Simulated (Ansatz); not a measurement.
CH₅O₂Sn, SMILES `C[O][SnH][OH]` radical. Total charge 0; spin multiplicity 2. Sn: def2 effective core potential. Geometry: relaxed with PBE0-D4/def2-TZVP. It is one conformer, not always the lowest.

```xyz
9

C     0.297   -1.251   -0.958
O    -0.025   -0.564    0.222
Sn   -0.685    1.300    0.233
O    -0.588    1.683    2.159
H     0.882   -2.136   -0.691
H    -0.597   -1.593   -1.495
H     0.902   -0.651   -1.652
H     0.528    2.320   -0.506
H    -0.713    0.890    2.689
```

(1) What is the dipole moment at B3LYP/def2-TZVPP? (Best estimate.)

(2) And with PBE, r2SCAN, ωB97M-V? (Best estimate.)

(3) Give the Mulliken charges with B3LYP, r2SCAN, PBE in def2-TZVPP. (Estimate.)

Results:

(1) Computed: 2.06 D, with components (-0.70, -0.69, -1.81) D in this frame, pointing from negative to positive charge.

(2) The calculation gave: PBE 1.85 D, r2SCAN 1.94 D, ωB97M-V 2.10 D.

(3) The calculation gave: 
| atom | B3LYP | r2SCAN | PBE |
| --- | --- | --- | --- |
| C1 | -0.11 | 0.02 | -0.13 |
| O2 | -0.53 | -0.53 | -0.45 |
| Sn3 | 0.85 | 0.83 | 0.74 |
| O4 | -0.54 | -0.55 | -0.49 |
| H5 | 0.10 | 0.05 | 0.10 |
| H6 | 0.09 | 0.05 | 0.09 |
| H7 | 0.08 | 0.04 | 0.08 |
| H8 | -0.13 | -0.12 | -0.12 |
| H9 | 0.18 | 0.20 | 0.18 |

B3LYP here is the variant with VWN-RPA as its local correlation; programs differ in this.
